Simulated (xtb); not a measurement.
xtb input file for F4Ge, SMILES [F][Ge-]([F])([F])[F] (connectivity only; charge and spin as stated), charge -1, multiplicity 2, GFN2-xTB. 

```
$ xtb mol.xyz --gfn 2 --sp --chrg -1 --uhf 1 --json
$ cat mol.xyz
5

Ge    -0.09664730    -0.08910435    -0.08908296
F      1.05592769     1.02351561     1.06719781
F      1.38080976    -1.18793061    -1.17309519
F     -1.15906313     1.42550270    -1.16350820
F     -1.19542693    -1.17478324     1.38588859
```

It prints:

```
[banner left out]
          |                Calculation Setup                |
           -------------------------------------------------



molecular fragmentation (1/2 indicates fragments):
11112
# atoms in fragment 1/2:     4     1
 fragment masses (1/2) :      129.62       19.00
CMA distance (Bohr)    :   4.671
constraining FC (au)   :  0.0500

           -------------------------------------------------
          |                 G F N 2 - x T B                 |
           -------------------------------------------------

        Reference                      10.1021/acs.jctc.8b01176
      * Hamiltonian:
        H0-scaling (s, p, d)           1.850000    2.230000    2.230000
        zeta-weighting                 0.500000
      * Dispersion:
        s8                             2.700000
        a1                             0.520000
        a2                             5.000000
        s9                             5.000000
      * Repulsion:
        kExp                           1.500000    1.000000
        rExp                           1.000000
      * Coulomb:
        alpha                          2.000000
        third order                    shell-resolved
        anisotropic                    true
        a3                             3.000000
        a5                             4.000000
        cn-shift                       1.200000
        cn-exp                         4.000000
        max-rad                        5.000000


          ...................................................
          :                      SETUP                      :
          :.................................................:
          :  # basis functions                  26          :
          :  # atomic orbitals                  25          :
          :  # shells                           11          :
          :  # electrons                        33          :
          :  max. iterations                   250          :
          :  Hamiltonian                  GFN2-xTB          :
          :  restarted?                      false          :
          :  GBSA solvation                  false          :
          :  PC potential                    false          :
          :  electronic temp.          300.0000000     K    :
          :  accuracy                    1.0000000          :
          :  -> integral cutoff          0.2500000E+02      :
          :  -> integral neglect         0.1000000E-07      :
          :  -> SCF convergence          0.1000000E-05 Eh   :
          :  -> wf. convergence          0.1000000E-03 e    :
          :  Broyden damping             0.4000000          :
          :  net charge                         -1          :
          :  unpaired electrons                  1          :
          ...................................................

 iter      E             dE          RMSdq      gap      omega  full diag
   1    -20.8504862 -0.208505E+02  0.731E+00    4.09       0.0  T
   2    -20.8226953  0.277909E-01  0.858E+00    7.48       1.0  T
   3    -21.2642302 -0.441535E+00  0.529E+00    6.58       1.0  T
   4    -21.2844550 -0.202249E-01  0.896E-01    6.68       1.0  T
   5    -21.2863238 -0.186877E-02  0.257E-01    6.61       1.0  T
   6    -21.2863170  0.678322E-05  0.254E-01    6.56       1.0  T
   7    -21.2863350 -0.179678E-04  0.613E-02    6.55       1.0  T
   8    -21.2863685 -0.334991E-04  0.167E-02    6.57       2.7  T
   9    -21.2863700 -0.153104E-05  0.113E-02    6.57       4.0  T
  10    -21.2863706 -0.569561E-06  0.139E-03    6.57      32.2  T
  11    -21.2863706 -0.144395E-07  0.566E-04    6.57      79.0  T
  12    -21.2863706 -0.185367E-08  0.157E-04    6.57     285.2  T

   *** convergence criteria satisfied after 12 iterations ***

         #    Occupation            Energy/Eh            Energy/eV
      -------------------------------------------------------------
         1        2.0000           -0.6062858             -16.4979
       ...           ...                  ...                  ...
        11        2.0000           -0.2984645              -8.1216
        12        2.0000           -0.2983719              -8.1191
        13        2.0000           -0.2961481              -8.0586
        14        2.0000           -0.2961083              -8.0575
        15        2.0000           -0.2958919              -8.0516
        16        2.0000           -0.2943969              -8.0109
        17        1.0000           -0.2409524              -6.5566 (HOMO)
        18                          0.0006202               0.0169 (LUMO)
        19                          0.0011875               0.0323
        20                          0.0054403               0.1480
        21                          0.2150995               5.8532
        22                          0.2153201               5.8592
       ...                                ...                  ...
        25                          0.7401341              20.1401
      -------------------------------------------------------------
                  HL-Gap            0.2415727 Eh            6.5735 eV
             Fermi-level           -0.1938164 Eh           -5.2740 eV

 SCC (total)                   0 d,  0 h,  0 min,  0.004 sec
 SCC setup                      ...        0 min,  0.000 sec (  1.460%)
 Dispersion                     ...        0 min,  0.000 sec (  0.334%)
 classical contributions        ...        0 min,  0.000 sec (  0.246%)
 integral evaluation            ...        0 min,  0.001 sec ( 13.687%)
 iterations                     ...        0 min,  0.002 sec ( 55.086%)
 molecular gradient             ...        0 min,  0.001 sec ( 26.726%)
 printout                       ...        0 min,  0.000 sec (  2.202%)

         :::::::::::::::::::::::::::::::::::::::::::::::::::::
         ::                     SUMMARY                     ::
         :::::::::::::::::::::::::::::::::::::::::::::::::::::
         :: total energy             -21.285857588924 Eh    ::
         :: gradient norm              0.000041517027 Eh/a0 ::
         :: HOMO-LUMO gap              6.573526553333 eV    ::
         ::.................................................::
         :: SCC energy               -21.286369326877 Eh    ::
         :: -> isotropic ES            0.136642538502 Eh    ::
         :: -> anisotropic ES         -0.002033289327 Eh    ::
         :: -> anisotropic XC         -0.001102062479 Eh    ::
         :: -> dispersion             -0.002305273723 Eh    ::
         :: repulsion energy           0.000511737952 Eh    ::
         :: add. restraining           0.000000000000 Eh    ::
         :: total charge              -1.000000000000 e     ::
         :::::::::::::::::::::::::::::::::::::::::::::::::::::

           -------------------------------------------------
          |                Property Printout                |
           -------------------------------------------------

    * Orbital Energies and Occupations

         #    Occupation            Energy/Eh            Energy/eV
      -------------------------------------------------------------
         1        2.0000           -0.6062858             -16.4979
       ...           ...                  ...                  ...
         5        2.0000           -0.4579701             -12.4620
         6        2.0000           -0.3145576              -8.5595
         7        2.0000           -0.3133860              -8.5277
         8        2.0000           -0.3133495              -8.5267
         9        2.0000           -0.3051889              -8.3046
        10        2.0000           -0.3051622              -8.3039
        11        2.0000           -0.2984645              -8.1216
Note: The following floating-point exceptions are signalling: IEEE_DENORMAL
normal termination of xtb
        12        2.0000           -0.2983719              -8.1191
        13        2.0000           -0.2961481              -8.0586
        14        2.0000           -0.2961083              -8.0575
        15        2.0000           -0.2958919              -8.0516
        16        2.0000           -0.2943969              -8.0109
        17        1.0000           -0.2409524              -6.5566 (HOMO)
        18                          0.0006202               0.0169 (LUMO)
        19                          0.0011875               0.0323
        20                          0.0054403               0.1480
        21                          0.2150995               5.8532
        22                          0.2153201               5.8592
        23                          0.5735975              15.6084
        24                          0.5785574              15.7433
        25                          0.7401341              20.1401
      -------------------------------------------------------------
                  HL-Gap            0.2415727 Eh            6.5735 eV
             Fermi-level           -0.1938164 Eh           -5.2740 eV

     #   Z          covCN         q      C6AA      α(0)
     1  32 Ge       2.359     0.591   218.626    29.678
     2   9 F        0.673    -0.368    13.149     4.281
     3   9 F        0.563    -0.408    13.688     4.361
     4   9 F        0.560    -0.408    13.697     4.362
     5   9 F        0.564    -0.407    13.685     4.360

 Mol. C6AA /au·bohr⁶  :        821.740612
 Mol. C8AA /au·bohr⁸  :      39180.547164
 Mol. α(0) /au        :         47.041921


Wiberg/Mayer (AO) data.
largest (>0.10) Wiberg bond orders for each atom

 ---------------------------------------------------------------------------
     #   Z sym  total        # sym  WBO       # sym  WBO       # sym  WBO
 ---------------------------------------------------------------------------
     1  32 Ge   2.933 --     2 F    0.846     5 F    0.697     3 F    0.697
                             4 F    0.694
     2   9 F    1.064 --     1 Ge   0.846
     3   9 F    0.959 --     1 Ge   0.697
     4   9 F    0.957 --     1 Ge   0.694
     5   9 F    0.960 --     1 Ge   0.697
 ---------------------------------------------------------------------------

Topologies differ in total number of bonds
Writing topology from bond orders to xtbtopo.mol

molecular dipole:
                 x           y           z       tot (Debye)
 q only:       -0.092      -0.092      -0.109
   full:       -0.123      -0.121      -0.139       0.563
molecular quadrupole (traceless):
                xx          xy          yy          xz          yz          zz
 q only:        0.059       2.023      -0.129       2.007       2.006       0.070
  q+dip:        0.062       2.070      -0.134       2.054       2.052       0.072
   full:        0.069       2.300      -0.148       2.276       2.279       0.079


           -------------------------------------------------
          | TOTAL ENERGY              -21.285857588924 Eh   |
          | GRADIENT NORM               0.000041517027 Eh/α |
          | HOMO-LUMO GAP               6.573526553333 eV   |
           -------------------------------------------------

------------------------------------------------------------------------
------------------------------------------------------------------------
 total:
 SCF:
```

Self-consistency was reached.
